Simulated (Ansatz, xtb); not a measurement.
# FHSe2Si: which of two isomers lies lower

We compare a, `F[Si](=[Se])[SeH]`, a singlet, with b, `F[SiH]1[Se][Se]1`, a singlet. Both are isolated molecules in the gas phase, relaxed with B3LYP-D3(BJ)/def2-SVP; the shapes shown needn't be the lowest conformers.

a (Å):

```yaml
atoms:
  - { symbol: F, position_ang: [-2.1183, 2.1768, -0.4742] }
  - { symbol: Se, position_ang: [-0.1410, 4.3366, -2.0052] }
  - { symbol: Se, position_ang: [0.4476, 2.0253, 1.1388] }
  - { symbol: Si, position_ang: [-0.6846, 2.9237, -0.5861] }
  - { symbol: H, position_ang: [1.6403, 2.8333, 0.8183] }
```

b (Å):

```xyz
5

F    -1.4936    3.0212   -1.4748
Se    1.7178    3.1716   -0.5885
Se    0.5691    1.1595    0.3688
Si   -0.4876    3.0512   -0.2054
H    -1.1288    3.9023    0.8147
```

Q: Which of the two would you expect CCSD(T)/def2-SVP + ΔMP2/def2-TZVPP electronic energies to favour?

A: Structure a; the calculation gives E(b) − E(a) = +2.7 kcal/mol.

The same difference at several levels:

| level | geometry | E(b) − E(a) (kcal/mol) | departure from the last row (kcal/mol) | job, with rough time for the two |
| --- | --- | --- | --- | --- |
| GFN2-xTB | GFN2-xTB | −2.6 | −5.4 | optimisation, 1.8 s |
| HF/STO-3G | GFN2-xTB | −14.4 | −17.1 | single point, 3.2 s |
| r2SCAN-D4/def2-SVP | GFN2-xTB | +5.1 | +2.3 | single point, 11 s |
| B3LYP-D3(BJ)/def2-SVP | B3LYP-D3(BJ)/def2-SVP | +4.5 | +1.8 | optimisation, 1.8 min |
| HF/def2-SVP | B3LYP-D3(BJ)/def2-SVP | +5.6 | +2.8 | part of the CCSD(T) run |
| MP2/def2-SVP | B3LYP-D3(BJ)/def2-SVP | +5.3 | +2.5 | part of the CCSD(T) run |
| CCSD(T)/def2-SVP | B3LYP-D3(BJ)/def2-SVP | +4.5 | +1.7 | single point |
| CCSD(T)/def2-SVP + ΔMP2/def2-TZVPP | B3LYP-D3(BJ)/def2-SVP | +2.7 |  | single point, 1.7 min |

As drawn, b has 1 Se–Si, 1 Se–Se, 1 Si–H in place of 1 Se=Si, 1 Se–H. Structure a has no ring, b a 3-membered ring.

GFN2-xTB, HF/STO-3G put the two in the other order. The largest departure from CCSD(T)/def2-SVP + ΔMP2/def2-TZVPP is that of HF/STO-3G, 17.1 kcal/mol. The last row adds to CCSD(T) the change of the MP2 difference between the two basis sets, here −1.7 kcal/mol.

With harmonic frequencies from B3LYP-D3(BJ)/def2-SVP (ideal gas, rigid rotor, one conformer each, 400 K, 1 atm): on the last row, ΔE + ΔZPE = +3.2, ΔH = +2.9, ΔG = +3.9 kcal/mol.

The correlated steps freeze 24 core orbitals; the filled d shell of Se is correlated, in a basis made for valence electrons. Run with Ansatz 0.2.0, xtb 6.7.1; the last row on 1 thread of Intel(R) Xeon(R) Processor @ 2.50GHz (Skylake/Cascade Lake) on a shared host.
